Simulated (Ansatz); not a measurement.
Wavefunction ladder for `[Cl][Al]1[CH2][GaH]1`

Cartesian coordinates in Å:
```
Cl -1.408 -1.993 -2.321
Al -0.398 -1.006 -0.765
C 0.050 0.796 -0.252
Ga 0.374 -0.328 1.411
H 1.100 0.710 -0.629
H -0.281 1.826 -0.378
H 0.563 -0.004 2.935
```

Total charge 0; spin multiplicity 1. Correlated methods include outer-core shells of Ga, which these sets cover unevenly. Scalar relativity is left out up to krypton. All single points use the PBE0-D4/def2-TZVP geometry. Frozen core, restricted reference, Ansatz 0.2.0.

```
     basis      HF (Eh)  MP2 corr.
  def2-SVP  -2663.78792   -0.53938
def2-TZVPP  -2664.32304   -0.65580
def2-QZVPP  -2664.38408   -0.93919
```

(1) Estimate the CCSD correlation energy and the (T) correction in each basis where they were run (hartree).

Results:

(1) 
```tsv
basis	CCSD corr.	(T)
def2-SVP	-0.56512	-0.01985
def2-TZVPP	-0.68608	-0.03236
```
